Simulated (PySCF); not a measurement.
Al(F)(Me)(NHMe) (C₂H₇AlFN), SMILES [CH3][Al]([NH]C)[F].

Coordinates come from a B3LYP-D3(BJ)/def2-SVP optimisation. The structure was generated by enumeration; whether it is a known compound was not checked. One conformer was computed; it need not be the lowest.

All values below come from B3LYP/def2-TZVP (PySCF).

Symmetry labels are those of the subgroup Cs that the program uses (full group Cs).

Computed valence orbital energies around the gap with their symmetry:
```
orbital  symmetry  energy (eV)
-------  --------  -----------
HOMO−7         A'       -11.50
HOMO−6         A"       -10.94
HOMO−5         A'       -10.84
HOMO−4         A"       -10.63
HOMO−3         A'       -10.55
HOMO−2         A'        -9.79
HOMO−1         A'        -8.38
HOMO           A"        -6.62
LUMO           A'        -0.29
LUMO+1         A"         0.13
LUMO+2         A'         1.00
LUMO+3         A'         1.20
```
